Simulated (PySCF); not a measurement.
A PySCF run on MgPb⁻

State: ⁴Σ⁻ (quartet), unpaired electrons σ ↑, π ↑↑.

An equivalent input (the run itself took its basis sets from the Basis Set Exchange, started from a PBE0 density and held the occupation σ 9α 8β, πx 4α 3β, πy 4α 3β, δx 1α 1β, δy 1α 1β):

```python
from pyscf import gto, dft
mol = gto.M(atom='Mg 0 0 0; Pb 0 0 2.978', basis={'Mg': 'def2-SVPD', 'Pb': 'def2-SVPD'}, ecp={'Pb': 'def2-SVPD'},
            charge=-1, spin=3, verbose=4, symmetry='C2v')
mf = dft.UKS(mol, xc='CAMB3LYP')
mf.grids.atom_grid = (80, 434)
mf.grids.prune = dft.gen_grid.treutler_prune
mf.irrep_nelec = {'A1': (10, 9), 'A2': (1, 1), 'B1': (4, 3), 'B2': (4, 3)}
mf.conv_tol = 1e-9
mf.max_cycle = 60
mf.diis_space = 10
mf.kernel()
```

The log (some set-up lines and the per-cycle HOMO/LUMO lines removed):

```
******** <class 'pyscf.dft.uks_symm.SymAdaptedUKS'> ********
method = SymAdaptedUKS
damping factor = 0
level_shift factor = 0
DIIS = <class 'pyscf.scf.diis.CDIIS'>
diis_start_cycle = 1
diis_space = 10
diis_damp = 0
SCF conv_tol = 1e-09
SCF conv_tol_grad = None
SCF max_cycles = 60
number electrons alpha = 19  beta = 16
Set gradient conv threshold to 3.16228e-05
init E= -392.863546820777
cycle= 1 E= -392.864368510504  delta_E= -0.000822  |g|= 0.00504  |ddm|= 0.153
cycle= 2 E= -392.864455108476  delta_E= -8.66e-05  |g|= 0.00205  |ddm|= 0.0399
cycle= 3 E= -392.864477143242  delta_E= -2.2e-05  |g|= 0.00128  |ddm|= 0.0121
cycle= 4 E= -392.864484436222  delta_E= -7.29e-06  |g|= 0.000533  |ddm|= 0.00785
cycle= 5 E= -392.864486657823  delta_E= -2.22e-06  |g|= 0.000252  |ddm|= 0.00429
cycle= 6 E= -392.864487249703  delta_E= -5.92e-07  |g|= 9.65e-05  |ddm|= 0.00296
cycle= 7 E= -392.864487317291  delta_E= -6.76e-08  |g|= 3.71e-05  |ddm|= 0.00115
cycle= 8 E= -392.864487326675  delta_E= -9.38e-09  |g|= 9.64e-06  |ddm|= 0.00052
cycle= 9 E= -392.864487327353  delta_E= -6.78e-10  |g|= 2.12e-06  |ddm|= 0.000123
Extra cycle  E= -392.86448732738  delta_E= -2.61e-11  |g|= 1.29e-06  |ddm|= 1.79e-05
converged SCF energy = -392.86448732738  <S^2> = 3.7678277  2S+1 = 4.0089039
```

Repeating this along the bond gives Re = 2.976 Å and ωe = 159 cm⁻¹.

A point of this curve took 1.3 CPU seconds beside 0.15 for the integrals (shared host).

Spin–orbit coupling is left out, which matters for elements this heavy, above all for dissociation energies. The state is the lowest determinant that a PBE0 search found; another state may lie lower at other levels.
